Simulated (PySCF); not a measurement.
SMILES C[SiH2][SiH2][SiH2]N (GFN2-xTB optimised geometry):

```
16

Si    -1.899     0.275     0.000
C     -2.598     2.043     0.000
Si     0.417     0.275     0.000
Si     1.474    -1.790     0.025
N      3.205    -1.776     0.009
H     -2.458    -0.414     1.173
H     -2.459    -0.414    -1.173
H     -3.685     2.051     0.001
H     -2.267     2.593    -0.876
H     -2.265     2.594     0.876
H      0.901     1.095     1.132
H      0.901     1.067    -1.152
H      1.141    -2.594    -1.156
H      1.164    -2.554     1.238
H      3.685    -1.417     0.819
H      3.670    -1.445    -0.822
```

Method: PBE0/def2-TZVP run with PySCF.

What are the frontier orbital energies and the dipole moment?

HOMO-2 -8.93 eV, HOMO-1 -8.43 eV, HOMO -6.94 eV, LUMO -0.38 eV, LUMO+1 0.13 eV; dipole moment 1.44 D.

On the same geometry PBE/def2-TZVP (PySCF) gives HOMO-2 -7.59 eV, HOMO-1 -7.22 eV, HOMO -5.71 eV, LUMO -1.18 eV, LUMO+1 -0.70 eV; dipole moment 1.44 D.

Meta-Löwdin charges at PBE0/def2-TZVP: Si1 0.39, C2 -0.58, Si3 0.03, Si4 0.53, N5 -0.73, H6 -0.09, H7 -0.09, H8 0.13, H9 0.13, H10 0.13, H11 -0.07, H12 -0.07, H13 -0.10, H14 -0.10, H15 0.24, H16 0.24.
